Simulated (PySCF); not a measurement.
O3Zr, SMILES [O]=[Zr]1[O][O]1, multiplicity 1. Heavy atoms are numbered as in [Zr:1]1(=[O:2])[O:3][O:4]1.

Coordinates come from a B3LYP-D3(BJ)/def2-TZVP optimisation. The multiplicity is an assumed one; other spin states were not compared. The def2 effective core potentials stand for the cores of Zr; spin–orbit coupling is left out.

Calculation: CAM-B3LYP/def2-TZVPD (PySCF).

Mulliken values depend strongly on the basis, most of all with diffuse functions as here. ESP charges are fitted to the potential on shells at 1.4 to 2.0 van der Waals radii. Atomic charges (e), one atom of each kind:

| atom | ESP fit | Mulliken |
|---|---|---|
| Zr1 | (withheld) | 1.74 |
| O2 | (withheld) | -0.79 |
| O3 | (withheld) | -0.48 |

Task: Some entries are withheld; supply them. (An estimate is asked for; the answer gives what the named calculation found.)

Result: 
- Zr1, ESP fit: 1.69
- O2, ESP fit: -0.80
- O3, ESP fit: -0.45
